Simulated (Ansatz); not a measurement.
The cluster Mg₂Se⁺. The state is a quartet with charge 1. Geometry r2SCAN-D4/def2-TZVP; atoms count from 1.

Cartesian coordinates in Å:
```
Mg -1.093 -1.999 -0.455
Mg 1.032 2.032 -0.450
Se 0.061 -0.033 0.905
```

At PBE0-D4/def2-TZVP a doublet of charge 1 lies 1.19 eV below the quartet, each at its own geometry. The structure comes from a short search, and lower isomers may exist.

Estimate the Mulliken populations from the PBE0/def2-TZVP orbitals of Ansatz.


| atom | charge (e) | spin (α − β) |
| --- | --- | --- |
| Mg1 | 0.63 | 0.90 |
| Mg2 | 0.63 | 0.90 |
| Se3 | -0.27 | 1.19 |
Mulliken values and Mayer orders depend strongly on the basis.

Where does the spin sit?

Summed by element: Mg 1.81, Se 1.19, of 3 unpaired in all. Largest on single atoms: Se3 1.19, Mg1 0.90, Mg2 0.90.

And the Mayer bond orders between bonded heavy atoms (over 0.3)?

Mg1–Se3 0.57 (2.65 Å); Mg2–Se3 0.57 (2.65 Å).
